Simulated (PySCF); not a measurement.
The PySCF input:
```python
from pyscf import gto, scf, dft

mol = gto.Mole()
mol.atom = '''
    B     0.116526    0.067525   -0.082028
    Cl    1.230964    1.340300   -0.402880
    Cl   -0.954299    0.234271    1.253963
    C     0.088876   -1.195618   -0.984812
    C    -0.737463   -2.227327   -0.811956
    H     0.789324   -1.239623   -1.810594
    H    -0.728287   -3.088885   -1.459471
    H    -1.455448   -2.239157   -0.007604
'''
mol.basis = 'sto-3g'
mol.charge = 0
mol.spin = 0
mol.verbose = 4
mol.max_memory = 1800
mol.build()

mf = dft.RKS(mol)
mf.xc = 'pbe'
mf = mf.density_fit(auxbasis='def2-universal-jkfit')
mf.kernel()
```

**Question.** What is the computed total energy (DF-PBE/STO-3G run with PySCF)?

**Answer.** -1011.5012 Eh

**Question.** Predict the number of basis functions from DF-PBE/STO-3G.

**Answer.** 36

**Question.** Predict the dipole moment from DF-PBE/STO-3G.

**Answer.** 2.07 D

**Question.** What nuclear repulsion energy does DF-PBE/STO-3G give?

**Answer.** 233.9440 Eh
